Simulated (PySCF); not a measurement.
Si(F)2(H)(NCO) (CHF2NOSi), SMILES O=C=N[SiH](F)F.

Geometry optimised at B3LYP-D3(BJ)/def2-SVP. The values are those of a single conformer.

All values below come from PySCF with TDA-LC-ωPBE/def2-SVPD.

Vertical excitations. Gas-phase values at a fixed geometry. State labels are in the subgroup Cs.

Question: Give excitation energies, oscillator strengths and character. (Estimate from the structure and the level; the computed values follow.)

Answer: 
```json
[
 {"state": "S1", "symmetry": "A\"", "energy (eV)": "7.35", "λ (nm)": "169", "f": "0.000", "main pairs": "HOMO→LUMO+1 62 %, HOMO−1→LUMO+2 13 %, HOMO→LUMO+5 13 %"},
 {"state": "S2", "symmetry": "A'", "energy (eV)": "7.59", "λ (nm)": "163", "f": "0.000", "main pairs": "HOMO−1→LUMO+1 42 %, HOMO→LUMO+2 31 %, HOMO→LUMO+3 8 %, HOMO−1→LUMO+5 8 %"},
 {"state": "S3", "symmetry": "A\"", "energy (eV)": "7.60", "λ (nm)": "163", "f": "0.000", "main pairs": "HOMO−1→LUMO+2 49 %, HOMO→LUMO+1 19 %, HOMO−1→LUMO+3 13 %"},
 {"state": "S4", "symmetry": "A'", "energy (eV)": "8.83", "λ (nm)": "140", "f": "0.007", "main pairs": "HOMO→LUMO 75 %, HOMO→LUMO+2 13 %"},
 {"state": "S5", "symmetry": "A\"", "energy (eV)": "8.86", "λ (nm)": "140", "f": "0.003", "main pairs": "HOMO−1→LUMO 77 %"},
 {"state": "S6", "symmetry": "A'", "energy (eV)": "10.10", "λ (nm)": "123", "f": "1.274", "main pairs": "HOMO−1→LUMO+1 37 %, HOMO→LUMO+2 31 %, HOMO−2→LUMO+2 8 %, HOMO→LUMO 6 %"},
 {"state": "S7", "symmetry": "A\"", "energy (eV)": "10.19", "λ (nm)": "122", "f": "0.061", "main pairs": "HOMO−2→LUMO+1 59 %, HOMO→LUMO+5 21 %"},
 {"state": "S8", "symmetry": "A'", "energy (eV)": "10.55", "λ (nm)": "117", "f": "0.036", "main pairs": "HOMO−2→LUMO+2 46 %, HOMO−1→LUMO+5 15 %, HOMO−1→LUMO+1 10 %"},
 {"state": "S9", "symmetry": "A\"", "energy (eV)": "10.81", "λ (nm)": "115", "f": "0.008", "main pairs": "HOMO→LUMO+5 47 %, HOMO−2→LUMO+1 27 %, HOMO→LUMO+1 8 %"},
 {"state": "S10", "symmetry": "A'", "energy (eV)": "10.95", "λ (nm)": "113", "f": "0.023", "main pairs": "HOMO→LUMO+4 43 %, HOMO→LUMO+3 14 %, HOMO−2→LUMO+2 12 %, HOMO→LUMO+7 6 %"},
 {"state": "T1", "symmetry": "A'", "energy (eV)": "6.62", "λ (nm)": "187", "f": "0", "main pairs": "HOMO−1→LUMO+1 41 %, HOMO→LUMO+2 24 %, HOMO−1→LUMO+5 13 %, HOMO→LUMO+3 8 %"},
 {"state": "T2", "symmetry": "A\"", "energy (eV)": "6.92", "λ (nm)": "179", "f": "0", "main pairs": "HOMO→LUMO+1 48 %, HOMO−1→LUMO+2 21 %, HOMO→LUMO+5 12 %"},
 {"state": "T3", "symmetry": "A'", "energy (eV)": "6.93", "λ (nm)": "179", "f": "0", "main pairs": "HOMO→LUMO+2 33 %, HOMO−1→LUMO+1 33 %, HOMO→LUMO+3 10 %, HOMO−1→LUMO+5 9 %"},
 {"state": "T4", "symmetry": "A\"", "energy (eV)": "7.37", "λ (nm)": "168", "f": "0", "main pairs": "HOMO−1→LUMO+2 39 %, HOMO→LUMO+1 30 %, HOMO−1→LUMO+3 11 %, HOMO−1→LUMO+4 6 %"}
]
```
Triplets are in the Tamm–Dancoff approximation.
